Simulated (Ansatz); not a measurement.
Mulliken charges of `C#[C][Hf]([OH])([OH])[OH]` from r2SCAN/def2-TZVPP in Ansatz (PBE0-D4/def2-TZVP geometry).

| atom | x (Å) | y (Å) | z (Å) | charge (e) |
| --- | --- | --- | --- | --- |
| C1 | 0.805 | -1.201 | -2.494 | -0.305 |
| C2 | 0.466 | -0.695 | -1.443 | -0.220 |
| Hf3 | -0.151 | 0.225 | 0.466 | 1.127 |
| O4 | -0.485 | -1.196 | 1.714 | -0.457 |
| O5 | -1.741 | 1.247 | 0.132 | -0.457 |
| O6 | 1.288 | 1.349 | 1.061 | -0.457 |
| H7 | 1.104 | -1.645 | -3.417 | 0.200 |
| H8 | -0.958 | -1.764 | 2.313 | 0.190 |
| H9 | -2.320 | 1.998 | 0.061 | 0.190 |
| H10 | 1.993 | 1.682 | 1.606 | 0.190 |

By hand: the dipole of these point charges (1 e Å = 4.8032 D).

Σ q r = (-0.113, 0.168, 0.348) e Å, of length 0.403 e Å = 1.94 D.

How does the dipole of the full density compare? (An estimate is asked.)

Computed: (-0.140, 0.208, 0.432) e Å, 2.40 D; the point charges give 0.81 times that, at 0° from its direction.

Point charges leave out the atoms' own dipoles, such as those of lone pairs, and Mulliken's split depends on the basis, so the two needn't agree.
